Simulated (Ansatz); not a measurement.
Geometry optimisation, RKS PBE/def2-SVP in Ansatz 0.2.0.

The input (input.yaml):

```yaml
crystal:
  periodic: [false, false, false]
  atoms:
    - { symbol: Si, position_ang: [0.0, 0.0, 0.0] }
    - { symbol: Cl, position_ang: [0.0, 0.0, 2.13] }
    - { symbol: Si, position_ang: [2.0935, 0.0, -0.7393] }
    - { symbol: H, position_ang: [2.5508, -1.3762, -0.9079] }
    - { symbol: H, position_ang: [2.1573, 0.6939, -2.0222] }
    - { symbol: H, position_ang: [2.951, 0.6823, 0.2255] }
    - { symbol: C, position_ang: [-0.8808, 1.5259, -0.6227] }
    - { symbol: H, position_ang: [-1.9334, 1.2723, -0.8671] }
    - { symbol: H, position_ang: [-0.8624, 2.3106, 0.1622] }
    - { symbol: H, position_ang: [-0.3704, 1.9025, -1.5336] }
    - { symbol: Si, position_ang: [-1.0456, -1.8115, -0.7393] }
    - { symbol: H, position_ang: [-1.7029, -2.4846, 0.3772] }
    - { symbol: H, position_ang: [-2.0454, -1.4265, -1.7311] }
    - { symbol: H, position_ang: [-0.0777, -2.7173, -1.3511] }
basis:
  gaussian: { orbitals: def2-SVP }
hamiltonian:
  xc: pbe
relax:
  f_tol: 0.02
  max_steps: 40
```

Command:

```bash
$ ansatz run input.yaml --threads 4 --pin off --max-ram 5120MiB --backend cpu --events-out ev --progress --plain --runs-dir out
```

Task: Where does it end, and by what steps?

Result: The forces met the threshold. The force dipped under the threshold on the way, but the program's further checks kept it going. After 15 steps the energy has fallen by 0.581 eV; H12 moved furthest, 1.13 Å.

```json
{"step": "0", "energy less start (eV)": "0.0000", "largest force component (eV/Å)": "1.311", "accepted": "yes"}
{"step": "1", "energy less start (eV)": "-0.4281", "largest force component (eV/Å)": "0.480", "accepted": "yes"}
{"step": "2", "energy less start (eV)": "-0.4708", "largest force component (eV/Å)": "0.499", "accepted": "yes"}
{"step": "3", "energy less start (eV)": "-0.4939", "largest force component (eV/Å)": "0.298", "accepted": "yes"}
{"step": "4", "energy less start (eV)": "-0.5244", "largest force component (eV/Å)": "0.056", "accepted": "yes"}
{"step": "5", "energy less start (eV)": "-0.5352", "largest force component (eV/Å)": "0.238", "accepted": "yes"}
{"step": "6", "energy less start (eV)": "-0.5448", "largest force component (eV/Å)": "0.222", "accepted": "yes"}
{"step": "7", "energy less start (eV)": "-0.5621", "largest force component (eV/Å)": "0.019", "accepted": "yes"}
{"step": "8", "energy less start (eV)": "-0.5672", "largest force component (eV/Å)": "0.221", "accepted": "yes"}
{"step": "9", "energy less start (eV)": "-0.5727", "largest force component (eV/Å)": "0.111", "accepted": "yes"}
{"step": "10", "energy less start (eV)": "-0.5777", "largest force component (eV/Å)": "0.010", "accepted": "yes"}
{"step": "11", "energy less start (eV)": "-0.5766", "largest force component (eV/Å)": "0.210", "accepted": "no"}
{"step": "12", "energy less start (eV)": "-0.5797", "largest force component (eV/Å)": "0.056", "accepted": "yes"}
{"step": "13", "energy less start (eV)": "-0.5802", "largest force component (eV/Å)": "0.048", "accepted": "yes"}
{"step": "14", "energy less start (eV)": "-0.5811", "largest force component (eV/Å)": "0.026", "accepted": "yes"}
{"step": "15", "energy less start (eV)": "-0.5814", "largest force component (eV/Å)": "0.003", "accepted": "yes"}
```

```xyz
14
Properties=species:S:1:pos:R:3
Si 0.005 -0.029 -0.045
Cl 0.147 -0.345 2.041
Si 2.225 0.105 -0.831
H 2.965 -1.163 -0.502
H 2.243 0.301 -2.326
H 2.932 1.268 -0.186
C -0.951 1.577 -0.344
H -1.970 1.508 0.087
H -0.428 2.433 0.127
H -1.041 1.773 -1.432
Si -1.134 -1.905 -0.909
H -2.498 -2.015 -0.279
H -1.303 -1.776 -2.402
H -0.357 -3.161 -0.619
```

Whether the end is a true minimum wasn't checked by a vibrational analysis.

Run time: 28 s on 4 threads of Arm Neoverse V2 (shared host), peak memory 0.19 GiB.
